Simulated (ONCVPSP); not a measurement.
## Configuration tests for boron (B) (ONCV)

boron, optimised norm-conserving Vanderbilt (ONCV), made with ONCVPSP 4.0.1 (PBE, non-relativistic). Core [He], reference 2s1 (charge +2). Waves: 2s: rc 1.50 bohr, ncon 4, nbas 9, qcut 4.8 1/bohr, 2 projectors, debl 3.4 Ha; p scattering state at 0.2 Ha: rc 1.25 bohr, ncon 3, nbas 8, qcut 5.4 1/bohr, 2 projectors, debl 3.4 Ha; d scattering state at 0.11 Ha: rc 1.30 bohr, ncon 3, nbas 6, qcut 8.4 1/bohr, 2 projectors, debl 0.8 Ha. Local part: polynomial inside 0.85 bohr (lpopt 5, dvloc0 0 Ha). Core correction: Teter function, fcfact 2.75, rcfact 1.75.

In the p channel the program set the typed energies aside and used 0.050, 3.450 Ha.

Energies are relative to the spin-unpolarised reference configuration 2s1; without spin polarisation the order of configurations can differ from experiment.

| valence configuration | charge | ΔE all-electron (eV) | error AE − PS (meV) |
| --- | --- | --- | --- |
| 2s2 2p1 | 0 | -33.637 | +40 |
| 2s2 | +1 | -25.415 | -3.4 |
| 2s0 2p3 | 0 | -21.929 | +190 |

What are ΔE and the potential's error for 2s2 2p0.5?

ΔE = -30.748 eV all-electron; the error (AE − PS) is +20 meV.
